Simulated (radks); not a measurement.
Valence configurations of Zr (all share [Kr]). Calculated with a radial shooting solver on a logarithmic mesh with Libxc functionals: scalar-relativistic Kohn-Sham, BLYP, spin-polarised, spherical densities, finite nucleus; open shells are filled with parallel spins first (spin-orbit coupling, left out, can overturn this in heavy ions); Fermi nuclear charge, rms radius 4.2694 fm. Energies are relative to 4d2 5s2; eigenvalues in eV for spin up.

| valence | E (eV) | moment (Bohr magnetons) | e(4d) | e(5p) | e(5s) |
|---|---|---|---|---|---|
| 4d2 5s2 | 0.000 | 2 | -3.804 | - | -4.489 |
| 4d3 5s1 | 0.279 | 4 | -2.594 | - | -4.091 |
| 4d2.5 5s1 5p0.5 | 1.119 | 4 | -3.699 | -1.689 | -4.763 |
| 4d1.5 5s2 5p0.5 | 1.394 | 2 | -5.107 | -1.911 | -5.225 |
| 4d4 | 1.995 | 4 | -1.734 | - | - |
| 4d2 5s1 5p1 | 2.305 | 4 | -4.869 | -2.131 | -5.433 |
| 4d3.5 5p0.5 | 2.464 | 4 | -2.610 | -1.419 | - |
| 4d3 5p1 | 3.204 | 4 | -3.593 | -1.813 | - |
| 4d1 5s2 5p1 | 3.205 | 2 | -6.430 | -2.382 | -5.938 |
| 5s2 5p2 | 8.126 | 2 | - | -3.294 | -7.307 |

NIST lists [Kr] 4d2 5s2 as the ground configuration; this level of theory agrees among the configurations tried. The energies are those of spherical high-spin densities, not of single terms.
